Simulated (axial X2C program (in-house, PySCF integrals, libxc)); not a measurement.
# Working with the constants of SbH⁻

A bond curve at the CCSD(T) level, two-component, was computed with an in-house all-electron X2C program for linear molecules (integrals from PySCF) (basis Sb dyall-acv3z [12s13p9d5f1g], H dyall-av3z [7s3p2d] (cores contracted in-house)) for the state Ω = 3/2 (⟨Sz⟩ = 0.50, ⟨Lz⟩ = 1.00 at HF). Its fit gives Re = 1.7456 Å, ωe = 1782.9 cm⁻¹, ωexe = 35.4 cm⁻¹ and αe = 1.687e-01 cm⁻¹; the masses are 120.9038 and 1.0078 u. Two-component means X2C with spin–orbit coupling and atomic mean-field Coulomb and Gaunt terms.

Correlated methods: 7 electrons correlated (number of frozen shells: Sb 4 s, 3 p, 2 d; H none), 239 virtual spin orbitals or spinors in MP2, 90 natural virtuals in coupled cluster.

(1) Find the reduced mass, Be and the force constant.

(2) Estimate the centrifugal constant by the Kratzer relation.

(3) Scale the constants to the deuteride (D 2.0141 u) within the Born–Oppenheimer picture.

(4) A Morse curve ties αe to the other constants (Pekeris). How well does that hold?

(5) Estimate De from a Morse curve and compare with the computed well depth of 2.774 eV to Sb- + H.

The state is a single determinant with fixed occupations, the lowest that a limited PBE0 search found. De is counted from the lowest determinant-based energies of the atoms at the same level, without counterpoise correction. Coupled cluster ran in a truncated set of natural virtual spinors; the MP2 energy of the rest was added. (T) has no such correction and the atoms are truncated less, which lowers De at CCSD(T) by a hundredth of an eV or more. With the outer-core shells frozen, correlated bond lengths of heavy atoms tend to come out a few hundredths of an ångström too long.

Results:

(1) From the CCSD(T) values: μ = 0.9995 u. Be = 16.8576/(μ Re²) = 5.535 cm⁻¹. k = 5.8918×10⁻⁷ μ ωe² = 1.87 mdyn/Å.

(2) D = 4Be³/ωe² = 2.13e-04 cm⁻¹.

(3) ρ = √(μH/μD) = 0.7103; ωe = 1266.4, ωexe = 17.9, Be = 2.793 cm⁻¹; the zero-point energy falls by 254 cm⁻¹.

(4) αe(Morse) = 6Be²/ωe × (√(ωexe/Be) − 1) = 1.576e-01 cm⁻¹; the CCSD(T) curve gives 1.687e-01 cm⁻¹, a ratio of 0.93.

(5) De(Morse) = ωe²/(4ωexe) = 2.783 eV against 2.774 eV computed, a ratio of 1.00. For De the Morse form works well here.
